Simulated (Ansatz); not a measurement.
Species: sum formula H4BPO2, charge 0, multiplicity 1. 
Coordinates optimised at B3LYP-D3(BJ)/def2-TZVP (Ansatz, an electronic-structure program):
SMILES: B(O)(P)O
```xyz
8

O     -0.9983     1.3381     0.3178
B     -0.4900     0.0832     0.1146
O     -1.3400    -0.9763     0.1824
P      1.3505    -0.2649    -0.4092
H     -0.3561     2.0512     0.2737
H     -2.2486    -0.7129     0.3768
H      1.9496     0.6882     0.4541
H      1.5537    -1.3628     0.4590
```
Charge 0, spin multiplicity 1.

Property: vertical ionisation energy (to the doublet state of charge +1; each state is the SCF solution reached for its spin), in eV. Correlated levels leave the core frozen unless marked. UHF or UKS for open shells. No spin-orbit coupling. No relativistic terms. CBS(X,Y): correlation extrapolated as X^-3; Hartree-Fock from the larger set. [CCSD(T)-MP2]/basis is that difference in the basis named.

| level | program | vertical ionisation energy (eV) |
|---|---|---|
| PBE/def2-TZVPD | Ansatz | 9.56 |
| r2SCAN/def2-TZVPD | Ansatz | [?] |
| wB97X-V/def2-TZVPD | Ansatz | 9.80 |
| B2PLYP/def2-TZVPD | Ansatz | [?] |
| SCS-MP2/aug-cc-pV(D+d)Z | Ansatz | 9.64 |
| CCSD/aug-cc-pV(D+d)Z | Ansatz | 9.66 |
| RI-MP2/CBS(aug-cc-pV(T+d)Z,aug-cc-pV(Q+d)Z)+[CCSD(T)-MP2]/aug-cc-pV(T+d)Z | Ansatz | [?] |

Task: Complete the blanks.

Result: 
- r2SCAN/def2-TZVPD, vertical ionisation energy (eV): 9.59
- B2PLYP/def2-TZVPD, vertical ionisation energy (eV): 9.71
- RI-MP2/CBS(aug-cc-pV(T+d)Z,aug-cc-pV(Q+d)Z)+[CCSD(T)-MP2]/aug-cc-pV(T+d)Z, vertical ionisation energy (eV): 9.92
